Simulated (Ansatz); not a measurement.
`[SiH3]C[S][GaH2]` + `C=CC#N` → `N#[C][GaH2]` + `C=CSC[SiH3]`  (formal exchange of groups at a Ga–S bond)

Gas-phase electronic energies from Ansatz, PBE0-D4/def2-TZVP geometries. CBS: MP2 limit from def2 TZ/QZ plus the TZ coupled-cluster correction, frozen cores. DFT in def2-TZVPP. B3LYP here is the variant with VWN-RPA as its local correlation; programs differ in this. For Ga outer-core shells are correlated without core-valence functions, which leaves a few kJ/mol of doubt a bond. Scalar relativity is left out up to krypton. Each species was taken in one conformer, which may not be the lowest.

| level | ΔE (kcal/mol) | difference from CCSD(T)/CBS |
| --- | --- | --- |
| PBE-D4 | 21.2 | 2.0 |
| r2SCAN-D4 | 20.7 | 1.5 |
| PBE0-D4 | 20.9 | 1.7 |
| B3LYP-D4 | 20.5 | 1.3 |
| ωB97X-V | 18.3 | -0.9 |
| ωB97M-V | 18.3 | -0.9 |
| B2PLYP | 19.3 | 0.1 |
| PBE | 21.0 | 1.8 |
| r2SCAN | 20.8 | 1.6 |
| PBE0 | 20.8 | 1.6 |
| B3LYP | 20.2 | 1.0 |
| HF/def2-TZVPP | 18.7 | -0.5 |
| MP2/def2-TZVPP | 18.2 | -1.0 |
| SCS-MP2/def2-TZVPP | 17.5 | -1.7 |
| CCSD/def2-TZVPP | 18.2 | -1.0 |
| CCSD(T)/def2-TZVPP | 18.3 | -0.9 |
| HF/def2-QZVPP | 18.4 | -0.8 |
| MP2/def2-QZVPP | 18.6 | -0.6 |
| SCS-MP2/def2-QZVPP | 17.8 | -1.4 |
| HF/CBS(def2) | 18.4 | -0.8 |
| MP2/CBS(def2) | 19.1 | -0.1 |
| CCSD/CBS(def2) | 19.1 | -0.1 |
| CCSD(T)/CBS | 19.2 | 0 |

Largest T1 diagnostic among the species: 0.014.
